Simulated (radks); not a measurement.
Results of a calculation; reference values are marked as such.
Question: These are the eigenvalues of the occupied orbitals of an atom or ion with whole-number occupations (hartree). Code: a radial shooting solver on a logarithmic mesh with Libxc functionals. Model: Dirac Kohn-Sham, Slater X-alpha with alpha = 1.017, spin-unpolarised, spherical densities, finite nucleus; Fermi nuclear charge, rms radius of each element as measured or else 0.836 A^(1/3) + 0.57 fm.

orbital  eigenvalue
1s1/2     -773.8862
2s1/2     -112.5477
2p1/2     -104.3066
2p3/2     -99.86996
3s1/2     -21.00256
3p1/2     -17.76209
3p3/2     -17.00899
3d3/2     -11.20451
3d5/2     -11.05679
4s1/2      -4.10830
4p1/2      -3.12741
4p3/2      -3.00843
4d3/2      -1.50688
4d5/2      -1.49200

Which element is it, and in what charge state? The configuration may be excited. Open shells, if any, are shared by 2j + 1.

Answer: Z = 43, technetium, charge +3: Tc3+ in [Kr] 4d4. The list shows which subshells hold electrons but not how many an open one holds; the 1s level, -773.89 hartree, gives Z - s = 39.3 by -(Z - s)^2/2, which with screening and relativity narrows Z to a few neighbours, and the depths of the outer levels then fix element, charge and occupations together.
